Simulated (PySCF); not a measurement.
# Ionisation energy along the 4-electron series

Calculated with PySCF 2.14 and a two-component X2C-1e Hamiltonian (Gaussian nucleus, no Breit or QED terms), each ion in its own even-tempered basis scaled to its charge; GMP2 freezes nothing and drops the highest virtual spinors. Values in eV. NIST values: (m) measured, (s) semi-empirical, (t) theoretical.

| ion | configuration | GMP2 (spin-free) | GHF (screened spin-orbit) | GMP2 (screened spin-orbit) | NIST |
| --- | --- | --- | --- | --- | --- |
| Ru⁴⁰⁺ | [He] 2s2 | 6140.2 | 6134.4 | 6140.4 | 6137 ± 6 (s) |
| Pd⁴²⁺ | [He] 2s2 | 6763.0 | 6757.2 | 6763.3 | 6759 ± 6 (s) |

Q: Fill in the row of Rh⁴¹⁺.

A: configuration: [He] 2s2; GMP2 (spin-free): 6447.5; GHF (screened spin-orbit): 6441.7; GMP2 (screened spin-orbit): 6447.7; NIST: 6444 ± 6 (s).
